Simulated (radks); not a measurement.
Values are calculated unless marked as measured or tabulated.
Coulomb parameter of the 4d shell of the niobium ion Nb+ in the model configuration [Kr] 4d3 5s1, as a second difference U = [E(n + 0.25) + E(n - 0.25) - 2 E(n)] / (0.25)^2 with all orbitals relaxed. "Bare": the charge of the atom changes with n. "Screened": the 5s shell takes up the change at fixed total charge, which measures U(4d,4d) + U(5s,5s) - 2 U(4d,5s). Code: a radial shooting solver on a logarithmic mesh with Libxc functionals. Model: Dirac Kohn-Sham, LDA (Slater exchange, Perdew-Wang correlation), spin-unpolarised, spherical densities, finite nucleus; open shells are shared between the two j in proportion to 2j + 1; Fermi nuclear charge, rms radius 4.324 fm.

case                 configuration  E - E(n) (eV)
start                 [Kr] 4d3 5s1          0.000
bare +0.25         [Kr] 4d3.25 5s1         -2.609
bare -0.25         [Kr] 4d2.75 5s1          3.204
screened +0.25  [Kr] 4d3.25 5s0.75         -0.170
screened -0.25  [Kr] 4d2.75 5s1.25          0.240

U(bare) = 9.516 eV, U(screened by 5s) = 1.123 eV.
